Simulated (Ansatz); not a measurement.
`[SiH3][SiH]1N[SiH2]1`, relaxed with RKS PBE0-D4/def2-TZVP in Ansatz from a PBE-D4/def2-SVP geometry. The force threshold is 0.005 eV/Å; the program also tests the step.

Charge 0, multiplicity 1.

Start:

```xyz
11

Si    1.125    0.939    0.924
Si   -0.277    0.355   -0.868
N    -0.391   -1.295   -1.379
Si   -1.781   -1.534   -0.166
H     1.683   -0.333    1.498
H     0.390    1.707    1.989
H     2.260    1.801    0.430
H    -0.557    1.407   -1.904
H     0.416   -1.925   -1.405
H    -1.011   -1.323    1.192
H    -1.858    0.201   -0.310
```

| step | energy (eV) | largest force (eV/Å) | largest move (Å) |
| --- | --- | --- | --- |
| 1 | -25225.7190 | 0.693 | 0.000 |
| 2 | -25225.7678 | 0.336 | 0.069 |
| 3 | -25225.7788 | 0.116 | 0.024 |
| 4 | -25225.7801 | 0.041 | 0.012 |
| 5 (rejected) | -25225.7797 | 0.100 | 0.040 |
| 6 | -25225.7810 | 0.022 | 0.020 |
| 7 | -25225.7812 | 0.041 | 0.030 |
| 8 | -25225.7815 | 0.029 | 0.025 |
| 9 (rejected) | -25225.7815 | 0.033 | 0.022 |
| 10 | -25225.7816 | 0.011 | 0.011 |
| 11 | -25225.7816 | 0.010 | 0.010 |
| 12 | -25225.7816 | 0.006 | 0.002 |
| 13 | -25225.7817 | 0.006 | 0.003 |
| 14 | -25225.7817 | 0.005 | 0.004 |

End:

```xyz
11

Si    1.126    0.941    0.915
Si   -0.309    0.352   -0.830
N    -0.375   -1.265   -1.353
Si   -1.774   -1.560   -0.220
H     1.648   -0.309    1.524
H     0.415    1.751    1.938
H     2.262    1.747    0.388
H    -0.554    1.390   -1.864
H     0.426   -1.877   -1.376
H    -1.040   -1.376    1.135
H    -1.826    0.205   -0.257
```

Run time 33 s (4 threads of an Arm Neoverse V2 on a shared host); peak host memory 0.48 GiB.
